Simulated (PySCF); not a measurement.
C₁₂H₁₁N, SMILES c1cccnc1-c1ccccc1C, GFN2-xTB optimised geometry.

```
24

C     -0.74     2.01     0.02
C     -1.41     0.67     0.01
C     -2.80     0.65     0.00
C     -3.52    -0.53    -0.01
C     -2.84    -1.73    -0.02
C     -1.46    -1.74    -0.01
C     -0.71    -0.56     0.00
C      0.76    -0.63     0.00
C      1.46    -1.85     0.00
C      2.84    -1.85     0.00
C      3.52    -0.64     0.00
C      2.76     0.51     0.00
N      1.44     0.52     0.00
H     -0.10     2.11     0.89
H     -0.11     2.13    -0.86
H     -1.49     2.80     0.03
H     -3.33     1.59     0.01
H     -4.60    -0.51    -0.01
H     -3.38    -2.67    -0.02
H     -0.97    -2.69    -0.02
H      0.95    -2.80     0.00
H      3.38    -2.79     0.00
H      4.60    -0.60     0.00
H      3.22     1.49     0.00
```

Density from CAM-B3LYP/def2-SVP (PySCF 2.14.0) at that geometry.

Minimum of the electron density along straight lines between bonded atoms, close to the bond critical point (lines longer than 1.1 times the sum of covalent radii, or with two minima, are not listed):

```json
[
 {"bond": "C1–C2", "length / Å": "1.495", "ρ at the minimum / e bohr⁻³": "0.259", "∇²ρ there / e bohr⁻⁵": "-0.62", "position (fraction from the first atom)": "0.49"},
 {"bond": "C2–C3", "length / Å": "1.391", "ρ at the minimum / e bohr⁻³": "0.312", "∇²ρ there / e bohr⁻⁵": "-0.80", "position (fraction from the first atom)": "0.50"},
 {"bond": "C3–C4", "length / Å": "1.381", "ρ at the minimum / e bohr⁻³": "0.317", "∇²ρ there / e bohr⁻⁵": "-0.84", "position (fraction from the first atom)": "0.50"},
 {"bond": "C4–C5", "length / Å": "1.383", "ρ at the minimum / e bohr⁻³": "0.316", "∇²ρ there / e bohr⁻⁵": "-0.83", "position (fraction from the first atom)": "0.50"},
 {"bond": "C5–C6", "length / Å": "1.379", "ρ at the minimum / e bohr⁻³": "0.317", "∇²ρ there / e bohr⁻⁵": "-0.83", "position (fraction from the first atom)": "0.50"},
 {"bond": "C2–C7", "length / Å": "1.409", "ρ at the minimum / e bohr⁻³": "0.301", "∇²ρ there / e bohr⁻⁵": "-0.74", "position (fraction from the first atom)": "0.50"},
 {"bond": "C6–C7", "length / Å": "1.399", "ρ at the minimum / e bohr⁻³": "0.307", "∇²ρ there / e bohr⁻⁵": "-0.77", "position (fraction from the first atom)": "0.50"},
 {"bond": "C7–C8", "length / Å": "1.476", "ρ at the minimum / e bohr⁻³": "0.272", "∇²ρ there / e bohr⁻⁵": "___", "position (fraction from the first atom)": "0.49"},
 {"bond": "C8–C9", "length / Å": "1.403", "ρ at the minimum / e bohr⁻³": "0.307", "∇²ρ there / e bohr⁻⁵": "-0.78", "position (fraction from the first atom)": "0.50"},
 {"bond": "C9–C10", "length / Å": "1.382", "ρ at the minimum / e bohr⁻³": "0.316", "∇²ρ there / e bohr⁻⁵": "-0.83", "position (fraction from the first atom)": "0.50"},
 {"bond": "C10–C11", "length / Å": "1.386", "ρ at the minimum / e bohr⁻³": "0.314", "∇²ρ there / e bohr⁻⁵": "-0.82", "position (fraction from the first atom)": "0.50"},
 {"bond": "C11–C12", "length / Å": "1.384", "ρ at the minimum / e bohr⁻³": "0.317", "∇²ρ there / e bohr⁻⁵": "-0.83", "position (fraction from the first atom)": "0.50"},
 {"bond": "C8–N13", "length / Å": "1.333", "ρ at the minimum / e bohr⁻³": "0.347", "∇²ρ there / e bohr⁻⁵": "-1.09", "position (fraction from the first atom)": "0.36"},
 {"bond": "C12–N13", "length / Å": "1.317", "ρ at the minimum / e bohr⁻³": "0.355", "∇²ρ there / e bohr⁻⁵": "-1.00", "position (fraction from the first atom)": "0.35"},
 {"bond": "C1–H14", "length / Å": "1.087", "ρ at the minimum / e bohr⁻³": "0.278", "∇²ρ there / e bohr⁻⁵": "-1.05", "position (fraction from the first atom)": "0.64"},
 {"bond": "C1–H15", "length / Å": "1.087", "ρ at the minimum / e bohr⁻³": "0.278", "∇²ρ there / e bohr⁻⁵": "-1.05", "position (fraction from the first atom)": "0.64"},
 {"bond": "C1–H16", "length / Å": "1.088", "ρ at the minimum / e bohr⁻³": "0.277", "∇²ρ there / e bohr⁻⁵": "-1.02", "position (fraction from the first atom)": "0.62"},
 {"bond": "C3–H17", "length / Å": "1.081", "ρ at the minimum / e bohr⁻³": "0.283", "∇²ρ there / e bohr⁻⁵": "-1.08", "position (fraction from the first atom)": "0.63"},
 {"bond": "C4–H18", "length / Å": "1.080", "ρ at the minimum / e bohr⁻³": "0.284", "∇²ρ there / e bohr⁻⁵": "-1.09", "position (fraction from the first atom)": "0.63"},
 {"bond": "C5–H19", "length / Å": "1.080", "ρ at the minimum / e bohr⁻³": "0.283", "∇²ρ there / e bohr⁻⁵": "-1.08", "position (fraction from the first atom)": "0.63"},
 {"bond": "C6–H20", "length / Å": "1.078", "ρ at the minimum / e bohr⁻³": "0.286", "∇²ρ there / e bohr⁻⁵": "-1.09", "position (fraction from the first atom)": "0.63"},
 {"bond": "C9–H21", "length / Å": "1.077", "ρ at the minimum / e bohr⁻³": "0.286", "∇²ρ there / e bohr⁻⁵": "-1.10", "position (fraction from the first atom)": "0.63"},
 {"bond": "C10–H22", "length / Å": "1.081", "ρ at the minimum / e bohr⁻³": "0.284", "∇²ρ there / e bohr⁻⁵": "-1.10", "position (fraction from the first atom)": "0.64"},
 {"bond": "C11–H23", "length / Å": "1.079", "ρ at the minimum / e bohr⁻³": "0.284", "∇²ρ there / e bohr⁻⁵": "-1.10", "position (fraction from the first atom)": "0.64"},
 {"bond": "C12–H24", "length / Å": "1.083", "ρ at the minimum / e bohr⁻³": "0.287", "∇²ρ there / e bohr⁻⁵": "-1.13", "position (fraction from the first atom)": "0.64"}
]
```

### Question
Some entries are withheld; supply them.

### Answer

- C7–C8, ∇²ρ there / e bohr⁻⁵: -0.68
